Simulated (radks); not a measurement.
Problem. These are the eigenvalues of the occupied orbitals of an atom or ion with whole-number occupations (hartree). Calculated with a radial shooting solver on a logarithmic mesh with Libxc functionals: scalar-relativistic Kohn-Sham, r2SCAN, spin-polarised, spherical densities, finite nucleus; meta-GGA in the generalised Kohn-Sham scheme; Fermi nuclear charge, rms radius of each element as measured or else 0.836 A^(1/3) + 0.57 fm.

| orbital | eigenvalue |
|---|---|
| 1s down | -769.1219 |
| 1s up | -769.1204 |
| 2s up | -110.6985 |
| 2s down | -110.6634 |
| 2p up | -99.03476 |
| 2p down | -99.00947 |
| 3s up | -19.95819 |
| 3s down | -19.94811 |
| 3p up | -16.09614 |
| 3p down | -16.08244 |
| 3d up | -9.86845 |
| 3d down | -9.84079 |
| 4s up | -3.41840 |
| 4s down | -3.26352 |
| 4p up | -2.36835 |
| 4p down | -2.19619 |
| 4d up | -0.88723 |

Which element is it, and in what charge state? The configuration may be excited. Open shells, if any, are filled with parallel spins first.

Solution. Z = 43, technetium, charge +2: Tc2+ in [Kr] 4d5. The list shows which subshells hold electrons but not how many an open one holds; the 1s level, -769.12 hartree, gives Z - s = 39.2 by -(Z - s)^2/2, which with screening and relativity narrows Z to a few neighbours, and the depths of the outer levels then fix element, charge and occupations together.
